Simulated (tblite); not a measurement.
C5H7O2 (doublet state).
Numbering: `[CH2:1][C:2](=[CH2:3])[O:4][C:5]([CH3:6])=[O:7]` (hydrogens: H8, H9 on C1; H10, H11 on C3; H12, H13, H14 on C6)

Structure used (GFN2-xTB), in Å, numbered top down from 1:
```
atom  x, y, z in Å
C1    -1.8189   -0.3988    1.2384
C2    -0.5957   -0.6588    0.6660
C3     0.0164   -1.8879    0.6325
O4     0.0598    0.4614    0.1383
C5     0.5942    0.4177   -1.0924
C6     1.2214    1.7462   -1.4262
O7     0.5518   -0.5321   -1.8242
H8    -2.2313    0.5920    1.2222
H9    -2.3687   -1.1812    1.7235
H10   -0.4857   -2.7438    1.0408
H11    0.9810   -2.0288    0.1844
H12    1.7101    2.1605   -0.5493
H13    0.4370    2.4319   -1.7405
H14    1.9279    1.6214   -2.2407
```

Computed geometry: GFN2-xTB, gas phase. This method treats the open shell by occupation alone, without spin polarisation.

Masses are those of the commonest isotopes; rigid-rotor values at the optimised geometry. The values belong to one conformer with, in the numbering `[CH2:1][C:2](=[CH2:3])[O:4][C:5]([CH3:6])=[O:7]`, H–C1–C2–C3 180° and 1°, C1–C2–O4–C5 -133°, C2–O4–C5–C6 179°.

(1) What are A, B and C (MHz)?

(2) What kind of rotor is it?

(3) What does the inertial defect say?

(4) Give the other two planar moments, Paa and Pbb, and the rms extents of the mass along the axes.

(5) List the rotational levels J(Ka,Kc) to J = 5 (cm⁻¹).

(6) Estimate the classical rotational partition function at 25 K, 100 K and 500 K.

## Answers

(1) Ia = 93.11, Ib = 264.09, Ic = 321.81 u·Å²; 505379 MHz·u·Å²/I gives A = 5428, B = 1914, C = 1570 MHz.

(2) An asymmetric top. Ray's parameter κ = (2B − A − C)/(A − C) = -0.822; −1 is the prolate and +1 the oblate limit.

(3) Not planar: Δ = Ic − Ia − Ib = -35.39 u·Å². For a rigid frame Δ = −2 Σ m c², so Σ m c² = 17.70 u·Å² lies off the ab plane: 3.81 from hydrogen and 13.89 from heavier atoms. The atom farthest from that plane is 1.18 Å away.

(4) Paa = Σ m a² = (Ib + Ic − Ia)/2 = 246.39 and Pbb = Σ m b² = (Ia + Ic − Ib)/2 = 75.42 u·Å². With the mass M = 99.04 u, the rms extents √(P/M) along a, b and c are 1.58, 0.87, 0.42 Å.

(5) Above 0(0,0):
J = 1: 1(0,1) 0.1162, 1(1,1) 0.2334, 1(1,0) 0.2449
J = 2: 2(0,2) 0.3479, 2(1,2) 0.4544, 2(1,1) 0.4888, 2(2,1) 0.8404, 2(2,0) 0.8412
J = 3: 3(0,3) 0.6933, 3(1,3) 0.7854, 3(1,2) 0.8541, 3(2,2) 1.1891, 3(2,1) 1.1930, 3(3,1) 1.8042, 3(3,0) 1.8043
J = 4: 4(0,4) 1.1505, 4(1,4) 1.2259, 4(1,3) 1.3401, 4(2,3) 1.6533, 4(2,2) 1.6650, 4(3,2) 2.2706, 4(3,1) 2.2708, 4(4,1) 3.1298, 4(4,0) 3.1298
J = 5: 5(0,5) 1.7166, 5(1,5) 1.7752, 5(1,4) 1.9460, 5(2,4) 2.2326, 5(2,3) 2.2593, 5(3,3) 2.8541, 5(3,2) 2.8550, 5(4,2) 3.7127, 5(4,1) 3.7127, 5(5,1) 4.8174, 5(5,0) 4.8174
The levels of one J sum to (2J + 1)J(J + 1)(A + B + C)/3.

(6) Point group C1, symmetry number σ = 1; q = (√π/σ)·√((kT/h)³/(ABC)), k/h = 20836.6 MHz/K: 5220 at 25 K, 41700 at 100 K, 467000 at 500 K.

For this open shell read J as N, the rotation without spin; fine and hyperfine splittings come on top. Its GFN2-xTB frequencies are all real (lowest 20 cm⁻¹). Constants of a rigid frame at the computed geometry: no zero-point averaging, no centrifugal distortion.

The run took 0.38 s wall on Arm Neoverse V1, one thread, no GPU, on a shared host. These figures are those of the optimisation.
